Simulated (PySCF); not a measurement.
Match the calculated data to a structure.

All candidates are C8H10Si.

| technique | computed result |
| --- | --- |
| UV, first state | lowest singlet excitation: 4.20 eV (295 nm, f = 0.012) [TDDFT wB97X-D/def2-SVPD] |
| Polarisability | 143.8 au [wB97X-D/def2-SVPD] |
| 13C NMR | chemical shifts (computed TMS as zero) by class: 154.9 (1 C), 114.2 (1 C), 92.9 (1 C), 89.0 (1 C), 72.9 (1 C), 71.0 (1 C), 16.4 (1 C), 6.0 (1 C) ppm [GIAO PBE0/pcSseg-1] |
| Rotational structure | rotational constants A, B, C: 2.438, 0.479, 0.417 GHz [PBE0-D3(BJ)/def2-SVP] |
| 1H NMR | chemical shifts (computed TMS as zero) by class: 6.31 (1 H), 5.52 (1 H), 3.90 (3 H), 2.13 (2 H), 2.11 (3 H) ppm [GIAO PBE0/pcSseg-1] |
| UV, strongest line | among the 10 lowest singlet transitions: S4 at 5.80 eV (214 nm, f = 0.843) [TDDFT wB97X-D/def2-SVPD] |
| Dipole | 0.83 D [wB97X-D/def2-SVPD] |
| Triplet | lowest triplet excitation (Tamm–Dancoff): 2.90 eV [TDA wB97X-D/def2-SVPD] |
| Valence photoelectron | vertical ionisation energy: 7.95 eV [ΔSCF wB97X-D/def2-SVPD] |
| NMR, other nuclei | isotropic shieldings of nuclei other than C and H, by class: 419 (1 Si) ppm [GIAO PBE0/pcSseg-1] |

Electronic properties: PySCF, gas phase, density fitting. Levels stand in brackets. One conformer (not necessarily the lowest) at the PBE0-D3(BJ)/def2-SVP geometry, without solvent, vibrations or thermal averaging. Each NMR value is the plain mean over a class of atoms that symmetry, rotation or inversion makes alike.

Question: Which candidate is it?
A. `c1ccc([C@@H]2C[SiH2]2)cc1`
B. `C#CC1=C[Si@H](CC)C=C1`
C. `CC#CC#C/C=C\C[SiH3]`

Answer: C. It is `CC#CC#C/C=C\C[SiH3]`. Numbering: `[CH3:1][C:2]#[C:3][C:4]#[C:5]/[CH:6]=[CH:7]\[CH2:8][SiH3:9]`. Its formula, C8H10Si, gives 5 degrees of unsaturation: 0 rings and 5 π bonds in the structure found. 8 carbons fall into 8 classes; from least to most shielded: alkene CH carbon [C7] (154.9 ppm), alkene CH carbon [C6] (114.2 ppm), alkyne carbon [C4] (92.9 ppm), alkyne carbon [C2] (89.0 ppm), alkyne carbon [C5] (72.9 ppm), alkyne carbon [C3] (71.0 ppm), sp3 carbon bound to silicon [C8] (16.4 ppm), propargylic carbon [C1] (6.0 ppm). Hydrogen classes from least to most shielded: 1 H on an alkene CH carbon, C7 (6.31 ppm), 1 H on an alkene CH carbon, C6 (5.52 ppm), 3 H on an SiH3 silicon, Si9 (3.90 ppm), 2 H on an sp3 carbon bound to silicon, C8 (2.13 ppm, a mean of values up to 1.0 ppm apart in this geometry), 3 H on a propargylic carbon, C1 (2.11 ppm). The other shieldings belong to: 419 ppm, SiH3 silicon [Si9]. The first electron is taken from the HOMO, whose largest Löwdin shares are 0.16 on an alkyne carbon, 0.15 on an alkene CH carbon, 0.15 on an alkyne carbon and 0.14 on an alkyne carbon. The optimised geometry has point group C1 and is an asymmetric top.

The others, at the same levels:
- `C#CC1=C[Si@H](CC)C=C1` fails: its computed 13C shifts are 159.2 (1 C), 148.2 (1 C), 145.8 (1 C), 136.1 (1 C), 89.3 (1 C), 85.9 (1 C), 11.4 (1 C), 6.3 (1 C) ppm, 1H shifts are 7.02 (1 H), 6.85 (1 H), 6.30 (1 H), 4.67 (1 H), 3.29 (1 H), 1.20 (3 H), 0.86 (1 H), 0.56 (1 H) ppm and vertical ionisation energy is 8.41 eV (against 7.95 eV).
- `c1ccc([C@@H]2C[SiH2]2)cc1` fails: it has 6 carbon classes against 8; its computed 13C shifts are 149.9 (1 C), 134.0 (2 C), 129.2 (1 C), 128.9 (2 C), 14.4 (1 C), 0.5 (1 C) ppm, 1H shifts are 7.32 (2 H), 7.14 (1 H), 7.03 (2 H), 3.11 (1 H), 2.47 (1 H), 2.13 (1 H), 1.20 (1 H), 1.13 (1 H) ppm and lowest singlet excitation is 5.10 eV (243 nm, f = 0.017) (against 4.20 eV).

Each candidate is one conformer, not necessarily the lowest. Dipoles, sizes and rotational constants follow the conformer. The torsions of the flexible species, by atom-mapped SMILES:
- `[CH3:1][C:2]#[C:3][C:4]#[C:5]/[CH:6]=[CH:7]\[CH2:8][SiH3:9]`: C6–C7–C8–Si9 93°
- `[CH:1]#[C:2][C:3]1=[CH:4][Si@H:5]([CH2:6][CH3:7])[CH:8]=[CH:9]1`: C4–Si5–C6–C7 67°
- `[cH:1]1[cH:2][cH:3][c:4]([C@@H:5]2[CH2:6][SiH2:7]2)[cH:8][cH:9]1`: C3–C4–C5–C6 23°
